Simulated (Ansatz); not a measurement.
`BN[SiH2][SiH3]` + `O[SiH2][NH][AlH2]` → `[AlH2][NH][SiH2]O[SiH3]` + `BN[SiH3]`  (cleavage of the Si–Si bond)

Computed with Ansatz on PBE0-D4/def2-TZVP structures; ΔE is electronic, products minus reactants. CBS: MP2 limit from def2 TZ/QZ plus the TZ coupled-cluster correction, frozen cores. Functionals use def2-TZVPP. Each species was taken in one conformer, which may not be the lowest.

**Question.** Is it downhill or uphill in electronic energy at CCSD(T)/CBS, and by how much? (Best estimate.)

**Answer.** Ansatz gave: Downhill: ΔE = -108.8 kJ/mol.

**Question.** What do these levels give: r2SCAN-D4, B97M-V, r2SCANh-D4, BHLYP-D4, ωB97X-V, B2PLYP, CAM-B3LYP, LC-ωPBE, CCSD(T)/def2-SVP, HF/def2-QZVPP, SCS-MP2/def2-QZVPP, HF/CBS(def2)? (Estimate.)

**Answer.** The calculation gave: r2SCAN-D4 -100.7, B97M-V -101.7, r2SCANh-D4 -102.4, BHLYP-D4 -121.1, ωB97X-V -106.1, B2PLYP -113.4, CAM-B3LYP -115.5, LC-ωPBE -99.3, CCSD(T)/def2-SVP -106.5, HF/def2-QZVPP -139.8, SCS-MP2/def2-QZVPP -122.3, HF/CBS(def2) -140.1 kJ/mol.

Largest T1 diagnostic among the species: 0.013.

Leaving LDA and LC-ωPBE aside and taking each functional with its dispersion term where it has one, the values, not all of them listed here, spread over 40.0 kJ/mol, from BHLYP-D4 to PBE-D4. From BLYP to BHLYP (50 % exact exchange), in def2-TZVPP and without D4, ΔE moves by −18.8 kJ/mol. In def2-TZVPP, CCSD(T) changes the Hartree–Fock value by +28.2 kJ/mol (the triples alone add +3.7 kJ/mol) and MP2 by +20.7 kJ/mol.
